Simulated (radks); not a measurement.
The numbers below are computed, except where a source is named.
Dipole-allowed excitations along the series with 4 electrons in [He] 2s2. Level of theory: scalar-relativistic Kohn-Sham, LB94 model potential, spin-unpolarised, spherical densities, finite nucleus; Fermi nuclear charge, rms radius of each element as measured or else 0.836 A^(1/3) + 0.57 fm (a radial shooting solver on a logarithmic mesh with Libxc functionals). Time-dependent linear response with the Hartree and adiabatic LDA kernel, continuum included through the Sternheimer equations, no spin-orbit coupling, so fine structure and intercombination lines are absent. Lines are the poles of the dipole polarisability below minus the highest occupied eigenvalue, found on a grid refined at the orbital gaps; the lowest seven at most are given, and weak or close lines can be missed. The first line takes the name of the lowest orbital gap if no other gap lies below it; otherwise a line is named after a gap within 0.6 % of it, if that gap stands alone.

| species | -e(HOMO) (eV) | lowest orbital gap (eV) | first line (eV) | f | strongest line (eV) | its f | static alpha (bohr^3) |
|---|---|---|---|---|---|---|---|
| Be | 8.722 | 2s-2p 3.310 | 4.755 (2s-2p) | 1.26 | the first | 1.26 | 42.85 |
| B+ | 24.072 | 2s-2p 5.484 | 7.987 (2s-2p) | 0.852 | the first | 0.852 | 10.92 |
| C2+ | 46.328 | 2s-2p 7.610 | 10.995 (2s-2p) | 0.635 | the first | 0.635 | 4.347 |
| N3+ | 75.437 | 2s-2p 9.720 | 13.944 (2s-2p) | 0.509 | the first | 0.509 | 2.160 |
| F5+ | 154.17 | 2s-2p 13.955 | 19.811 (2s-2p) | 0.368 | 94.763 (unassigned) | 0.530 | 0.7628 |

Estimate the first line of O4+, its oscillator strength and the static polarisability.

Answer. 16.875 eV (2s-2p), f = 0.427, alpha = 1.227 bohr^3.
